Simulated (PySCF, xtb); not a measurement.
selenium dioxide (O₂Se), SMILES O=[Se]=O.

Harmonic wavenumbers (cm⁻¹) from GFN2-xTB run with xtb at its own minimum, in rising order: 397, 877, 900.

Question: What does PBE0-D3(BJ)/def2-TZVP (PySCF) give at its own minimum? (The exact figures need the calculation; the answer reports its results.)

Answer: 383, 1012, 1052. Paired by order, the mean absolute difference is 100 cm⁻¹ and the zero-point energies are 3.1 and 3.5 kcal/mol.
